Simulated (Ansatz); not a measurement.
Cost and result up the ladder for the cluster Ga₃H₅ (8 atoms). Charge 0, multiplicity 1. Geometry: r2SCAN-D4/def2-SVP.

| atom | x (Å) | y (Å) | z (Å) |
| --- | --- | --- | --- |
| Ga1 | -0.681 | 1.679 | 0.765 |
| Ga2 | 1.085 | -0.373 | -0.038 |
| Ga3 | -1.614 | -0.889 | -0.682 |
| H4 | -2.039 | 0.701 | 0.069 |
| H5 | -0.279 | -0.450 | 0.991 |
| H6 | 2.174 | 0.559 | 0.574 |
| H7 | -0.005 | 0.536 | -0.989 |
| H8 | 1.358 | -1.762 | -0.690 |

Ansatz on 4 threads of Arm Neoverse V2 on a shared host. Times are rough, and most runs start from the orbitals of an earlier one. PBE0-D4/def2-TZVP serves as the yardstick here, not as an exact answer. Binding counts from free atoms at the same level (Ga doublet, H doublet; other spins of the atoms weren't run), without zero-point energy or a counterpoise term.

LC-ωPBE has ω = 0.4 bohr⁻¹. HSE06 is defined as in plane-wave codes, on full-range PBE exchange. Correlated methods freeze 27 core orbitals; core or outer-core shells of Ga are correlated, in sets that lack core-valence functions. Another isomer (singlet) lies 0.10 eV lower at PBE0-D4/def2-TZVP; other spin states weren't run for this one.

Correlated methods converge slowly with the basis.

```tsv
level	functions	binding energy per atom (eV)	difference from PBE0-D4/def2-TZVP (eV)
LC-ωPBE/def2-TZVP	174	2.07	-0.02
PBE-D4/def2-TZVP (with forces)	174	2.11	0.01
PBE0-D4/def2-TZVP	174	2.10	0.00
HSE06-D4/def2-TZVP	174	2.10	0.00
CCSD(T)/def2-TZVP	174	2.06	-0.03
r2SCAN-D4/def2-TZVP	174	2.15	0.06
```

**Question.** Estimate how long each takes.

**Answer.** PBE-D4/def2-TZVP (with forces) 2 s; LC-ωPBE/def2-TZVP 2.5 s; HSE06-D4/def2-TZVP 3.2 s; PBE0-D4/def2-TZVP 3.4 s; r2SCAN-D4/def2-TZVP 3.8 s; CCSD(T)/def2-TZVP 43 s. On shared hardware such times vary by a factor of up to 3.
